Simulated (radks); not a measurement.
These are the eigenvalues of the occupied orbitals of an atom or ion with whole-number occupations (hartree). Calculated with a radial shooting solver on a logarithmic mesh with Libxc functionals: Dirac Kohn-Sham, LDA (Slater exchange, Perdew-Wang correlation), spin-unpolarised, spherical densities, point nucleus.

| orbital | eigenvalue |
|---|---|
| 1s1/2 | -175.0036 |

Which element is it, and in what charge state? The configuration may be excited. Open shells, if any, fill j = l - 1/2 first.

Answer. Z = 19, potassium, charge +18: K18+ in 1s1. The 1s level, -175 hartree, gives Z - s = 18.7 by -(Z - s)^2/2, which with screening and relativity narrows Z to a few neighbours, and the depths must fix Z and the occupations together.
